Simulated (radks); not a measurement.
Results of a calculation; reference values are marked as such.
Removal energies from neutral rubidium, [Kr] 5s1, by Delta-SCF beside the eigenvalue of the level emptied. Level of theory: scalar-relativistic Kohn-Sham, PBEsol, spin-polarised, spherical densities, finite nucleus; Fermi nuclear charge, rms radius of each element as measured or else 0.836 A^(1/3) + 0.57 fm (a radial shooting solver on a logarithmic mesh with Libxc functionals). Open shells are filled with parallel spins first.

[
 {"removed from": "5s", "final configuration": "[Kr]", "Delta-SCF (eV)": "4.229", "-eigenvalue (eV)": "2.451"},
 {"removed from": "4p", "final configuration": "[Ar] 3d10 4s2 4p5 5s1", "Delta-SCF (eV)": "20.780", "-eigenvalue (eV)": "15.852"},
 {"removed from": "4s", "final configuration": "[Ar] 3d10 4s1 4p6 5s1", "Delta-SCF (eV)": "37.346", "-eigenvalue (eV)": "31.798"},
 {"removed from": "3d", "final configuration": "[Ar] 3d9 4s2 4p6 5s1", "Delta-SCF (eV)": "116.74", "-eigenvalue (eV)": "103.90"}
]
